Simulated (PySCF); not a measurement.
**In²⁺: excitation energy**

In²⁺ [Kr] 4d10 5s1 (2S) → In²⁺ [Kr] 4d10 5p1 (2P), as a difference of total energies. Computed with PySCF 2.14 in Sapporo-DKH3-DZP-2012, with the spin-free X2C one-electron Hamiltonian (Gaussian nucleus). Correlated levels: valence and next inner shell: [Ar] 3d10 frozen. The calculations carry no spin-orbit coupling.

| method | excitation energy (eV) |
| --- | --- |
| UHF | 7.137 |
| MP2 (valence and next inner shell) | 7.620 |
| SCS-MP2 (valence and next inner shell) | 7.536 |
| CCSD (valence and next inner shell) | 7.521 |
| CCSD(T) (valence and next inner shell) | 7.525 |

Problem. How much does correlation contribute at CCSD(T) (valence and next inner shell)?

Solution. 7.525 − (7.137) = 0.388 eV, measured against UHF.

The basis was made for the ground configuration and has no added diffuse functions, so the excitation energy can come out too high.
